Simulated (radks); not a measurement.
Values are calculated unless marked as measured or tabulated.
Ionisation of the iridium ion Ir3+, [Xe] 4f14 5d6, to Ir4+, [Xe] 4f14 5d5, under several functionals. Scalar-relativistic Kohn-Sham, spin-unpolarised, spherical densities, finite nucleus; a radial shooting solver on a logarithmic mesh with Libxc functionals.

functional,E(Ir3+) (hartree),Exc (hartree),IE (eV),-e(HOMO) (eV),<r> HOMO (bohr),IE error (eV)
"LDA (Slater exchange, VWN5 correlation)",-17811.9316,-335.0393,43.892,37.198,1.546,+3.892
"LDA (Slater exchange, Perdew-Wang correlation)",-17811.8996,-335.0069,43.886,37.192,1.546,+3.886
TASK exchange with Perdew-Wang LDA correlation,-17821.8093,-342.9301,43.443,36.766,1.510,+3.443
B86b exchange with PBE correlation,-17823.2782,-346.3698,43.600,36.909,1.545,+3.600
exchange-only r2SCAN,-17819.3659,-341.0193,42.358,35.702,1.541,+2.358
HCTH/407,-17832.2690,-355.7794,44.041,37.307,1.532,+4.041
MS2 meta-GGA,-17821.4615,-343.9263,43.560,36.870,1.542,+3.560
Wu-Cohen GGA,-17820.7649,-343.8545,43.619,36.927,1.543,+3.619

NIST Atomic Spectra Database: 40 eV (theoretical). Closest: exchange-only r2SCAN. The Delta-SCF values span 1.68 eV, the total energies 20.37 hartree. The highest occupied level is 5d. Spin polarisation and multiplet splitting are left out, so open shells lie too high by an amount that depends on their filling. Spin-orbit splitting is averaged out at the scalar-relativistic level.

Beside tabulated values, note that spin-unpolarised runs miss the spin-polarisation part of the exchange energy of open shells.
